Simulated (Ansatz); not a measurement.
**Two structures, one formula**

Two relaxed structures of CH3OSe (charge +1), singlet (PBE0-D4/def2-TZVP; forces vanish, vibrations not checked).

A:

```xyz
6
angstrom
C -0.2832 0.5614 -0.5407
O -0.0316 0.1119 0.7313
Se 0.4958 -1.2256 -0.3719
H -0.8111 -1.9320 -0.3860
H 0.4172 1.2820 -0.9614
H -1.3219 0.5692 -0.8694
```

B:

```tsv
atom	x (Å)	y (Å)	z (Å)
C1	0.2472	-0.1252	-0.3006
O2	-0.2608	0.3717	1.0269
Se3	0.6919	-1.7520	-0.4835
H4	-0.1241	-0.2812	1.7450
H5	0.1876	0.7241	-0.9741
H6	-0.0232	1.2847	1.2862
```

Ansatz 0.2.0; basis: def2-TZVPP; cores frozen in the correlated methods. Filled d shells of the heavier atoms are correlated. The def2 sets are not built for correlating such inner shells, so the correlated values are less sure here. B3LYP uses VWN-RPA correlation.

Problem. Which structure is lower at CCSD(T), and by how much? (An estimate is asked for; the value comes from the calculation.)

Solution. The calculation gives: B, by 0.402 eV (electronic energy, against the other). By their contacts, A is CH₃OSe ([CH2]1[O][SeH]1), total charge +1 and B is CH₃OSe ([OH2][CH][Se]), total charge +1.

All methods give the same order:

```tsv
method	E(B) − E(A) (eV)
PBE-D4	-0.285
r2SCAN-D4	-0.305
PBE0-D4	-0.299
B3LYP-D4	-0.395
wB97M-V	-0.391
HF	-0.430
MP2	-0.434
CCSD	-0.401
CCSD(T)	-0.402
```

No T1 diagnostic of these runs exceeds 0.015. The restricted Hartree–Fock reference is unstable towards an unrestricted one at one or more of these structures.

Labels in which every atom is bracketed show which atoms are joined, not bond orders.

For scale, one of the runs: CCSD(T)/def2-TZVPP, 152 basis functions, launched by `ansatz run in.yaml --threads 2 --pin off --events-out ev --progress --plain --max-ram 4352MiB`. Time: 15 s of wall clock on 2 CPU threads of an AMD EPYC 9R45; the host was shared. Peak host memory: 1.1 GiB.
